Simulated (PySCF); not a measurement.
# What a mistake does to a calculation on CH6OSi2

All numbers below are calculated, not measured. They come from PySCF 2.14.0, an open-source quantum chemistry program, on an isolated molecule that a program drew, which may never have been made. The molecule is CH6OSi2 (charge 0, singlet), drawn as the SMILES string `O[Si]C[SiH3]`.

Each row is a Hartree-Fock (HF) and frozen-core CCSD(T) single point in the cc-pV(D+d)Z basis, meant for a local HF minimum. Run 1 is clean. Each other run has one planted mistake out of seven kinds, and not every kind appears here: one electron removed, one electron added, multiplicity raised by two, geometry at a saddle point, minimal basis STO-3G, one bond length entered in bohr, all coordinates scaled. The reference is restricted for singlets and unrestricted otherwise, and also for a bond in bohr. Adding or removing an electron swaps singlet and doublet. Electrons count all cores. HOMO and LUMO are orbital energies over both spins, the gradient is its largest component, and the lowest frequency (negative if imaginary) is given only where the gradient is small. Bond lengths are over the 9 bonds as drawn. T1 is the CCSD diagnostic: over 0.02 (restricted) or 0.045 (unrestricted) a single reference is doubtful.

Geometry of the clean run:
```xyz
10
CH6OSi2, angstrom
O    -2.1821    0.9806   -0.8156
Si   -1.8033   -0.2378   -1.8805
C    -0.8754   -1.3537   -0.6619
Si    0.5629   -0.5579    0.2721
H    -2.6714    1.7114   -1.1651
H    -0.5200   -2.2472   -1.1870
H    -1.6020   -1.6878    0.0933
H     1.4574   -1.6013    0.8312
H     0.0758    0.2905    1.3802
H     1.3755    0.2830   -0.6447
```

```
run  electrons  basis functions  <S^2>  HOMO (eV)  LUMO (eV)  gradient (hartree/bohr)  lowest frequency (cm^-1)  mean bond (Å)  longest bond (Å)      T1  HF (hartree)  CCSD(T) (hartree)                     mistake
  1         48              104  0.000      -8.65       1.67                  6.5e-06                        44         1.4486             1.895  0.0146    -694.10988         -694.69792                    no fault
  2         48              104  0.000      -8.92       1.07                  6.4e-02                         -         1.5891             2.079  0.0181    -694.04104         -694.64685      all coordinates scaled
  3         48              104  2.005      -7.03       0.52                  1.8e-02                         -         1.4486             1.895  0.0166    -694.05436         -694.61689  multiplicity raised by two
  4         47              104  0.771     -16.66      -6.52                  6.4e-02                         -         1.4486             1.895  0.0201    -693.83222         -694.39531        one electron removed
  5         49              104  0.776       0.07       8.52                  6.0e-02                         -         1.4486             1.895  0.0153    -694.07724         -694.66890                           ?
```

**Which mistake was planted in run 5, and what did it cost?**

It counts 49 electrons, one more than the clean run, at the same geometry and basis. So the mistake is: one electron added. Subtracting run 1 and multiplying by 627.51 kcal/mol a hartree, the energy moved by 20.5 kcal/mol in HF and 18.2 kcal/mol in CCSD(T).

Cautions from the logs. Run 5: the HOMO is above zero, so the electron isn't bound and the energy depends on the basis.
